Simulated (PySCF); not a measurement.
Electron correlation in W²⁺ (tungsten, charge +2)

[Xe] 4f14 5d3 6p1, one real determinant (an excited configuration). Computed with PySCF 2.14 in def2-TZVPPD with the def2 core potential (60 electrons), with scalar relativity through the core potential. Frozen: nothing; 12 electrons correlated.

| level | correlation energy (mhartree) |
| --- | --- |
| CCSD | -231.34 |
| (T) | -5.43 |
| CCSD(T) | -236.77 |

Diagnostics: T1 = 0.0075, D1 = 0.0296, largest double amplitude 0.052.

The real determinant used has ⟨L²⟩ near 14 against 20 for a pure G term, so it mixes terms. Spin-orbit coupling, absent here, splits the open shell strongly.

Cost of the coupled-cluster step: roughly 19 core-seconds, for 12 correlated electrons.

The reference is one real determinant that mixes LS terms of this configuration.

The basis has no tight functions for the innermost shells, so their pair energies are far from complete.

This basis was not built for core-valence correlation, so the inner-shell part is incomplete.
